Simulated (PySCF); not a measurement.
A calculated (UHF, PySCF 2.14, 6-31G*, no relativity, point nucleus) atom or ion has these occupied shells.

| shell | electrons | orbital energy (eV) | rms radius, mean of both spins (bohr) |
| --- | --- | --- | --- |
| 1s α | 1 | -9622.0 | 0.0591 |
| 1s β | 1 | -9622.0 | 0.0591 |
| 2s α | 1 | -1215.7 | 0.248 |
| 2s β | 1 | -1215.6 | 0.248 |
| 2p β | 3 | -1067.9 | 0.221 |
| 2p α | 3 | -1067.9 | 0.221 |
| 3s α | 1 | -161.90 | 0.742 |
| 3s β | 1 | -161.60 | 0.742 |
| 3p α | 3 | -112.99 | 0.783 |
| 3p β | 3 | -112.90 | 0.783 |
| 3d α | 5 | -29.277 | 0.961 |
| 3d β | 5 | -29.177 | 0.961 |
| 4s α | 1 | -16.320 | 2.79 |

Task: Name the element and its charge.

Result: Zn⁺ (zinc, charge +1), in [Ar] 3d10 4s1, 2S determinant.
